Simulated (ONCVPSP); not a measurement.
## What one change does to a pseudopotential (B, ONCV)

ONCVPSP 4.0.1 input, shortened (lines: element, Z, core and valence counts, functional; n l f; lmax; l rc ep ncon nbas qcut; lloc lpopt rc5 dvloc0; l nproj debl; icmod fcfact rcfact), LDA (Perdew-Zunger), non-relativistic:

```
  B 5.00    1    2        3      upf
    1    0    2.00
    2    0    1.00
    2    1    2.00
    1
    0    1.30    0.00    4    7    4.00
    1    2.00    0.00    3    7    4.40
    4    5    1.15    6.00
    0    1    3.00
    1    1    1.10
    3    4.75    1.15
```

Change: s: qcut 5.3; p: qcut 5.9.

Cutoffs: the cutoffs (Ha) at which the residual kinetic energy of the hardest occupied pseudo-wave falls to 1 and 0.1 mHa per electron; they do not see the model core or the augmentation charge, which bear on the density cutoff. Errors are all-electron minus pseudo energies relative to the spin-unpolarised reference configuration.

Question: How do hardness, ghosts and transferability respond?

Answer: The potential gets softer (23 Ha and 61 Ha → 12 Ha and 26 Ha); of the 4 tests that both files solve, the error grows in 0 and shrinks in 3 by more than 15 % and 0.3 meV (median size 45.0 → 27.7 meV); neither file shows a bound ghost.

| quantity | base | changed |
| --- | --- | --- |
| cutoff, loose | 23 Ha | 12 Ha |
| cutoff, tight | 61 Ha | 26 Ha |
| loose cutoff by channel | s 23 Ha, p 8.7 Ha | s 12 Ha, p 11 Ha |
| bound ghosts | none | none |
| GHOST(+) flags under 300 eV | none | none |
| error for 2s2 2p1, meV [ΔE -5.68 eV] | -2.0 | +1.8 |
| error for 2s2 2p0, meV [ΔE 2.65 eV] | +72 | +45 |
| error for 2s1 2p0, meV [ΔE 27.95 eV] | +252 | +161 |
| error for 2s1 2p1, meV [ΔE 8.60 eV] | +18 | +11 |
| s: phases at 1.32 bohr within 0.05 rad from the reference energy up to (Ha; the scan ends near 5) | 3.0 | 3.5 |
| p: phases at 2.03 bohr within 0.05 rad from the reference energy up to (Ha; the scan ends near 5) | 1.0 | 1.2 |
| rms error of d²Exc/dni dnj with the model core, mHa | 1.85 | 1.85 |
